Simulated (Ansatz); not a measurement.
Ansatz (a first-principles code) job for furan-2-ylsilane (C₄H₆OSi), SMILES [SiH3]c1ccco1, PBE-D3(BJ)/def2-SVP. 

Ansatz 0.2 input:
```yaml
crystal:
  periodic: [false, false, false]
  atoms:
    - {symbol: Si, position_ang: [-0.00838852, 2.05053956, 0.00000000]}
    - {symbol: C, position_ang: [0.09885075, 0.18496685, -0.00000001]}
    - {symbol: C, position_ang: [1.16185665, -0.67935270, 0.00000000]}
    - {symbol: C, position_ang: [0.61906510, -2.00854722, -0.00000000]}
    - {symbol: C, position_ang: [-0.73518641, -1.85089762, 0.00000000]}
    - {symbol: O, position_ang: [-1.06253827, -0.54170067, 0.00000000]}
    - {symbol: H, position_ang: [-0.72599863, 2.54280269, -1.21035956]}
    - {symbol: H, position_ang: [-0.72599864, 2.54280269, 1.21035955]}
    - {symbol: H, position_ang: [1.38965178, 2.56597385, 0.00000000]}
    - {symbol: H, position_ang: [2.21437777, -0.39721313, 0.00000001]}
    - {symbol: H, position_ang: [1.16442945, -2.95106671, 0.00000000]}
    - {symbol: H, position_ang: [-1.56623284, -2.55426381, -0.00000000]}
basis:
  gaussian:
    orbitals: def2-SVP
hamiltonian:
  xc: pbe
  dispersion: d3bj
relax: {f_tol: 0.002, max_steps: 200}
```

Output:

```
WARN ansatz: RAYON_NUM_THREADS=1 ignored (pool sized by the plan → 1); use --threads N
Functional definition: PBE
integrals: 0.06 GiB planned
1319 factors; their error is unknown
mean field: 0.35 GiB planned
mean field evaluation 1: about -14142.9788 eV, gradient 5.3e1 eV
mean field evaluation 2: about -14130.9257 eV, gradient 8.5e1 eV
mean field evaluation 4: about -14150.5032 eV, gradient 1.1e1 eV
mean field evaluation 8: about -14150.7583 eV, gradient 2.3e-1 eV
mean field evaluation 16: about -14150.6721 eV, gradient 3.0e-3 eV
mean field -14150.67214917 eV, -520.0276098119 hartree, gradient 1.8e-5 eV, S^2 0.000000; 0 other end points of the search recorded, 0 dependent functions left out
the calculation of the forces begins
reference -14150.67218686 eV, -520.0276111972 hartree; 26, 26 occupied and 92, 92 virtual orbitals, 1319 factors
relax step   1: F+E_penalty+E_count = -14150.95110504 eV  Δ(F+E_penalty+E_count) = +0.000e0 eV  max|allowed force component| = 5.475e-1 eV/Å  Δτ_max = 0.0000 Å  (33 SCF iters, accepted)
these checks for a lower state are left out or cut short: starts, cluster_reference, orbital_swaps, neighbouring_geometries, increment
integrals: 0.06 GiB planned
1319 factors; their error is unknown
mean field: 0.35 GiB planned
mean field -14150.69134724 eV, -520.0283153278 hartree, gradient 2.5e-5 eV, S^2 0.000000; 0 other end points of the search recorded, 0 dependent functions left out
the calculation of the forces begins
reference -14150.69138514 eV, -520.0283167207 hartree; 26, 26 occupied and 92, 92 virtual orbitals, 1319 factors
relax step   2: F+E_penalty+E_count = -14150.96992487 eV  Δ(F+E_penalty+E_count) = -1.882e-2 eV  max|allowed force component| = 2.363e-1 eV/Å  Δτ_max = 0.0177 Å  (34 SCF iters, accepted)
these checks for a lower state are left out or cut short: starts, cluster_reference, orbital_swaps, neighbouring_geometries, increment
integrals: 0.06 GiB planned
1319 factors; their error is unknown
mean field: 0.35 GiB planned
mean field evaluation 32: about -14150.6934 eV, gradient 2.8e-1 eV
mean field -14150.69358142 eV, -520.0283974324 hartree, gradient 2.5e-5 eV, S^2 0.000000; 0 other end points of the search recorded, 0 dependent functions left out
the calculation of the forces begins
reference -14150.69361939 eV, -520.0283988279 hartree; 26, 26 occupied and 92, 92 virtual orbitals, 1319 factors
relax step   3: F+E_penalty+E_count = -14150.97207528 eV  Δ(F+E_penalty+E_count) = -2.150e-3 eV  max|allowed force component| = 3.292e-2 eV/Å  Δτ_max = 0.0061 Å  (36 SCF iters, accepted)
these checks for a lower state are left out or cut short: starts, cluster_reference, orbital_swaps, neighbouring_geometries, increment
integrals: 0.06 GiB planned
1319 factors; their error is unknown
mean field: 0.35 GiB planned
mean field -14150.69360456 eV, -520.0283982828 hartree, gradient 7.5e-5 eV, S^2 0.000000; 0 other end points of the search recorded, 0 dependent functions left out
the calculation of the forces begins
reference -14150.69364253 eV, -520.0283996784 hartree; 26, 26 occupied and 92, 92 virtual orbitals, 1319 factors
relax step   4: F+E_penalty+E_count = -14150.97210759 eV  Δ(F+E_penalty+E_count) = -3.231e-5 eV  max|allowed force component| = 9.132e-3 eV/Å  Δτ_max = 0.0006 Å  (22 SCF iters, accepted)
these checks for a lower state are left out or cut short: starts, cluster_reference, orbital_swaps, neighbouring_geometries, increment
integrals: 0.06 GiB planned
1319 factors; their error is unknown
mean field: 0.35 GiB planned
mean field -14150.69359467 eV, -520.0283979195 hartree, gradient 5.6e-5 eV, S^2 0.000000; 0 other end points of the search recorded, 0 dependent functions left out
the calculation of the forces begins
reference -14150.69363264 eV, -520.0283993150 hartree; 26, 26 occupied and 92, 92 virtual orbitals, 1319 factors
relax step   5: F+E_penalty+E_count = -14150.97211118 eV  Δ(F+E_penalty+E_count) = -3.595e-6 eV  max|allowed force component| = 7.885e-3 eV/Å  Δτ_max = 0.0011 Å  (22 SCF iters, accepted)
these checks for a lower state are left out or cut short: starts, cluster_reference, orbital_swaps, neighbouring_geometries, increment
integrals: 0.06 GiB planned
1319 factors; their error is unknown
mean field: 0.35 GiB planned
mean field -14150.69359224 eV, -520.0283978302 hartree, gradient 3.1e-5 eV, S^2 0.000000; 0 other end points of the search recorded, 0 dependent functions left out
the calculation of the forces begins
reference -14150.69363022 eV, -520.0283992258 hartree; 26, 26 occupied and 92, 92 virtual orbitals, 1319 factors
relax step   6: F+E_penalty+E_count = -14150.97211317 eV  Δ(F+E_penalty+E_count) = -1.985e-6 eV  max|allowed force component| = 3.088e-3 eV/Å  Δτ_max = 0.0004 Å  (20 SCF iters, accepted)
these checks for a lower state are left out or cut short: starts, cluster_reference, orbital_swaps, neighbouring_geometries, increment
integrals: 0.06 GiB planned
1319 factors; their error is unknown
mean field: 0.35 GiB planned
mean field -14150.69359535 eV, -520.0283979444 hartree, gradient 1.4e-5 eV, S^2 0.000000; 0 other end points of the search recorded, 0 dependent functions left out
the calculation of the forces begins
reference -14150.69363332 eV, -520.0283993399 hartree; 26, 26 occupied and 92, 92 virtual orbitals, 1319 factors
relax step   7: F+E_penalty+E_count = -14150.97211354 eV  Δ(F+E_penalty+E_count) = -3.701e-7 eV  max|allowed force component| = 7.698e-4 eV/Å  Δτ_max = 0.0002 Å  (21 SCF iters, accepted)
integrals: 0.06 GiB planned
1319 factors; their error is unknown
mean field: 0.35 GiB planned
mean field evaluation 64: about -14150.7774 eV, gradient 1.4e0 eV
mean field -14150.69359535 eV, -520.0283979444 hartree, gradient 1.9e-5 eV, S^2 0.000000; 1 other end points of the search recorded, 0 dependent functions left out
the calculation of the forces begins
reference -14150.69363332 eV, -520.0283993399 hartree; 26, 26 occupied and 92, 92 virtual orbitals, 1319 factors
Total energy: -14150.97215151 eV, -520.0386346946 hartree
Atom 0 at    -0.011810     2.057184     0.000000 Å, force     0.000173     0.000043     0.000000 eV/Å
Atom 1 at     0.096904     0.188354    -0.000001 Å, force     0.000770     0.000262    -0.000000 eV/Å
Atom 2 at     1.168648    -0.688639    -0.000000 Å, force    -0.000202    -0.000141    -0.000000 eV/Å
Atom 3 at     0.626533    -2.014963    -0.000002 Å, force    -0.000163     0.000337    -0.000000 eV/Å
Atom 4 at    -0.740663    -1.860399    -0.000001 Å, force     0.000264    -0.000278     0.000000 eV/Å
Atom 5 at    -1.073504    -0.543245    -0.000000 Å, force    -0.000353    -0.000441     0.000000 eV/Å
Atom 6 at    -0.734181     2.563702    -1.218602 Å, force    -0.000093    -0.000088     0.000062 eV/Å
Atom 7 at    -0.734181     2.563702     1.218602 Å, force    -0.000093    -0.000088    -0.000062 eV/Å
Atom 8 at     1.398942     2.573805    -0.000000 Å, force     0.000009     0.000147     0.000000 eV/Å
Atom 9 at     2.228034    -0.407239     0.000002 Å, force    -0.000004     0.000148    -0.000000 eV/Å
Atom 10 at     1.177328    -2.961970    -0.000000 Å, force    -0.000215    -0.000059    -0.000000 eV/Å
Atom 11 at    -1.578162    -2.566249     0.000002 Å, force    -0.000094     0.000159    -0.000000 eV/Å
Dipole moment:     0.093815    -0.185808    -0.000000 e Å
```

Self-consistency was reached.

Cost: roughly 22 core-seconds.
